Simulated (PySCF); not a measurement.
**Which determinant of CaTl lies lowest?**

Unrestricted PBE0; basis Ca def2-SVP, Tl def2-SVP with ECP60; scalar-relativistic core potentials; PySCF 2.14. Outer shells of the fragments: Ca 4s2; Tl 5d10 6s2 6p1.

Followed along the bond (rough minima from three points):

| 2Ms+1 | unpaired | ⟨S²⟩ at the start | R at minimum (Å) | Te (eV) |
| --- | --- | --- | --- | --- |
| 2 | π ↑ | 0.88 | 3.30 | 0.00 |
| 2 | σ ↑ | 0.76 | 3.71 | 0.18 |
| 4 | σ ↑↑, π ↑ | 3.75 | 3.21 | 0.84 |
| 4 | σ ↑, π ↑↑ | 3.75 | none in the scan | ≤ 0.72 |
| 2 | σ ↓, π ↑↑ | 1.75 | none in the scan | ≤ 1.02 |

Solutions found at the starting distance of 3.020 Å, counted from the lowest of them; the search is not exhaustive and high or unbound solutions are not listed, so other states can lie among these:

```csv
2Ms+1,unpaired,term,E (eV),⟨S²⟩,⟨Lz²⟩,μ (D)
2,π ↑,²Π,0.00,0.88,1.01,-1.97
2,σ ↑,²Σ⁺,0.52,0.76,0.00,0.01
4,"σ ↑, π ↑↑",⁴Σ⁻,0.65,3.75,0.00,-5.07
4,"σ ↑↑, π ↑",⁴Π,0.80,3.75,1.01,-3.79
2,"σ ↓, π ↑↑",mixed,0.96,1.75,0.00,-3.91
2,"σ ↑, π ↑↓",mixed,0.99,1.75,2.01,-4.50
2,σ ↑,mixed,1.47,0.77,2.01,-4.48
4,"σ ↑, π ↑↑",mixed,2.06,3.75,2.01,-0.82
4,"σ ↑, π ↑, δ ↑",mixed,2.12,3.75,5.00,-3.41
4,"σ ↑, π ↑, δ ↑",mixed,2.13,3.75,4.92,-3.39
```

A term symbol is given only where ⟨S²⟩ and ⟨Lz²⟩ are close to those of a pure state; real π, δ and φ orbitals otherwise mix terms. A positive dipole means Ca(−)Tl(+).

Task: Compare the gap between the two lowest followed solutions at the starting distance with the gap between their minima.

Result: At PBE0 the second solution (doublet, unpaired electrons σ ↑) lies +0.52 eV from the first (doublet, unpaired electrons π ↑) at 3.020 Å and +0.18 eV at the minima; the two curves relax by different amounts, since their minima lie near 3.71 and 3.30 Å.

Spin–orbit coupling is left out, which matters for elements this heavy, above all for dissociation energies.
